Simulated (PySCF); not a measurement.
Compound: 1-bromo-2-methylbutane, C5H11Br.
SMILES: `C([C@@H](CBr)C)C`

Torsions of this conformer, `[CH3:1][CH2:2][C@H:3]([CH3:4])[CH2:5][Br:6]`: C1–C2–C3–C4 -65°, C2–C3–C5–Br6 -65°.

The closed-shell ground state was solved at several levels (PySCF, density fitting, gas phase). Geometry: PBE0-D3(BJ)/def2-SVP, one conformer, isolated molecule. The calculation is non-relativistic and has no spin–orbit coupling, an omission that weighs most on bromine.

```json
{"level": "PBE0/pcSseg-1", "basis functions": "181", "HOMO (eV)": "-7.73", "LUMO (eV)": "0.25", "gap (eV)": "7.98", "dipole (D)": "2.08"}
{"level": "wB97X-D/def2-SVPD", "basis functions": "229", "HOMO (eV)": "-9.67", "LUMO (eV)": "1.59", "gap (eV)": "11.26", "dipole (D)": "2.17"}
```

(1) What might B3LYP/pcJ-1 (pcSseg-1 on Br) (286 basis functions) give for the same quantities?

(2) Over all these levels, which gives the widest orbital gap and which the narrowest?

(3) How far do the dipole and the HOMO energy spread over the levels?

Results:

(1) HOMO -7.42 eV, LUMO 0.03 eV, gap 7.45 eV, dipole 1.98 D.

(2) wB97X-D/def2-SVPD (range-separated hybrid) has the widest, 11.26 eV, and B3LYP/pcJ-1 (pcSseg-1 on Br) (global hybrid, 20 % exact exchange) the narrowest, 7.45 eV. Functional and basis both differ between the two, so the spread mixes both effects.

(3) The dipole runs from 1.98 to 2.17 D (mean 2.08 D) and the HOMO from -9.67 to -7.42 eV.
